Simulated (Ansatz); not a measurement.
`[OH][Zr]([F])([F])[F]` + H–F → `[F][Zr]([F])([F])[F]` + H₂O at 500 K and 1 bar (ligand exchange at a Zr–O bond).

Computed with Ansatz on PBE0-D4/def2-TZVP structures; ΔE is electronic, products minus reactants. CCSD(T)/CBS is the MP2 limit (def2-TZVPP, def2-QZVPP) plus CCSD(T) − MP2 in def2-TZVPP, frozen cores. This one scheme is used for every species. def2 core potentials past Kr. For Zr outer-core shells are correlated without core-valence functions, which leaves a few kJ/mol of doubt a bond. Each species was taken in one conformer, which may not be the lowest.

| species | CCSD(T)/CBS energy (Eh) | H − E (kJ/mol) | S (J/(mol·K)) |
| --- | --- | --- | --- |
| `[OH][Zr]([F])([F])[F]` | -422.45878 | 92.2 | 404.6 |
| H–F | -100.39570 | 39.4 | 188.7 |
| `[F][Zr]([F])([F])[F]` | -446.49023 | 59.5 | 369.9 |
| H₂O | -76.37941 | 73.2 | 206.3 |

H − E and S are ideal-gas, rigid-rotor, harmonic terms from PBE0-D4/def2-TZVP, for one conformer and one mirror image of each species. 1 Eh = 2625.50 kJ/mol, R = 8.31446 J/(mol·K).

By hand: ΔE, ΔH, ΔS and ΔG.

ΔE = (-446.49023) + (-76.37941) − (-422.45878) − (-100.39570) = -0.01516 Eh = -39.8 kJ/mol. Δ(H − E) = 59.5 + 73.2 − 92.2 − 39.4 = 1.1, so ΔH = -38.7 kJ/mol. ΔS = 369.9 + 206.3 − 404.6 − 188.7 = -17.1 J/(mol·K). ΔG = -38.7 − 500 × (-17.1)/1000 = -30.2 kJ/mol.

By hand: the equilibrium constant, and the temperature at which ΔG would vanish if ΔH and ΔS stayed fixed.

log₁₀ K = −ΔG/(RT ln 10) = 3.2. ΔG = 0 at ΔH/ΔS = 2263 K, though so small a ΔS makes that figure unsure.

ΔH outweighs TΔS. A doubt of 5 kJ/mol in ΔE shifts log₁₀ K by 0.5 here. Other conformers and mirror images would add mixing entropy, several J/(mol·K) or more a flexible species. These are equilibria of isolated gas molecules and say nothing of rates. Largest T1 diagnostic: 0.018 (customary marks: 0.02 for closed shells, 0.045 for open ones).
